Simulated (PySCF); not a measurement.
# Exercise with solution: entropy of an ideal gas

Mg(H)(Et) (C₂H₆Mg), SMILES [MgH][CH2]C.

Geometry: TPSSh-D3(BJ)/def2-TZVP.

TPSSh-D3(BJ)/def2-TZVP (PySCF) gives the harmonic wavenumbers 148, 189, 304, 337, 501, 541, 906, 943, 983, 1184, 1258, 1412, 1456, 1506, 1520, 1602, 2975, 2991, 3004, 3036, 3056 cm⁻¹ and the rotational temperatures 1.4718, 0.2160, 0.1979 K. The molar mass is 54.38 g/mol, the symmetry number 1, the spin multiplicity 1.

**Question.** Work out the entropy at 298.15 K and 1 atm in the rigid-rotor, harmonic-oscillator model.

**Answer.** 
Translation (Sackur–Tetrode at 1 atm): S = R[1.5 ln M + 2.5 ln T − 1.16487] = 158.6 J/(mol K).
Rotation: q = (√π/σ) T^1.5/√(θA θB θC) = 36400, S = R[ln q + 3/2] = 99.8 J/(mol K).
Vibration: with u = 1.4388 ν/T, each mode gives R[u/(e^u − 1) − ln(1 − e^−u)]:
```tsv
ν (cm⁻¹)	modes	u	S (J/(mol K))
148	1	0.71	11.29
189	1	0.91	9.36
304	1	1.47	5.84
337	1	1.63	5.13
501	1	2.42	2.74
541	1	2.61	2.36
906	1	4.37	0.57
943	1	4.55	0.49
983	1	4.74	0.42
1184	1	5.71	0.18
1258	1	6.07	0.14
1412	1	6.81	0.07
1456	1	7.03	0.06
1506	1	7.27	0.05
1520	1	7.34	0.05
1602	1	7.73	0.03
```
The stiffer modes add less than 0.005 each. Sum 38.8 J/(mol K).
Spin: R ln 1 = 0.0 J/(mol K).
Total 297.1 J/(mol K); the program's own thermochemistry gives 297.1. Translation makes up 53 % and vibration 13 %. Anharmonicity, hindered rotation and orbital degeneracy are left out.
